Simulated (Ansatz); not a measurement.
Cost and result up the ladder for PtO2 (3 atoms). Total charge 0; singlet. Geometry: PBE-D4/def2-TZVP.

```csv
atom,x (Å),y (Å),z (Å)
Pt1,-0.290,-1.184,0.050
O2,0.612,0.499,0.490
O3,-0.321,0.685,-0.540
```

Ansatz on 4 threads of Arm Neoverse V1 on a shared host. Times are rough, and most runs start from the orbitals of an earlier one. No level here is sound enough to serve as a yardstick. Binding counts from free atoms at the same level (Pt triplet, O triplet; other spins of the atoms weren't run), without zero-point energy or a counterpoise term.

In the def2 sets Pt takes a core potential; there is no spin–orbit coupling. The structure holds 1 bond(s) between oxygen atoms. No other spin state of charge 0 was run. Another isomer (singlet) lies 2.19 eV lower at PBE0-D4/def2-TZVP; other spin states weren't run for this one.

Run but left out: BHLYP-D4/def2-TZVP (restricted singlet, unstable in another Hartree–Fock run and untested here); CCSD(T)/def2-TZVPP (restricted singlet, unstable towards broken spin symmetry).

```csv
level,functions,wall time
revPBE-D4/def2-TZVP,102,0.7 s
PBE-D4/def2-TZVP (with forces),102,0.75 s
PBE0-D4/def2-TZVP,102,0.81 s
r2SCAN-D4/def2-TZVP,102,1.5 s
```

Estimate what each level gives for the binding energy per atom (eV).


```csv
level,binding energy per atom (eV),remarks
revPBE-D4/def2-TZVP,2.27,restricted SCF unstable in HF
PBE-D4/def2-TZVP (with forces),2.46,restricted SCF unstable in HF
PBE0-D4/def2-TZVP,1.97,restricted SCF unstable in HF
r2SCAN-D4/def2-TZVP,2.17,restricted SCF unstable in HF
```
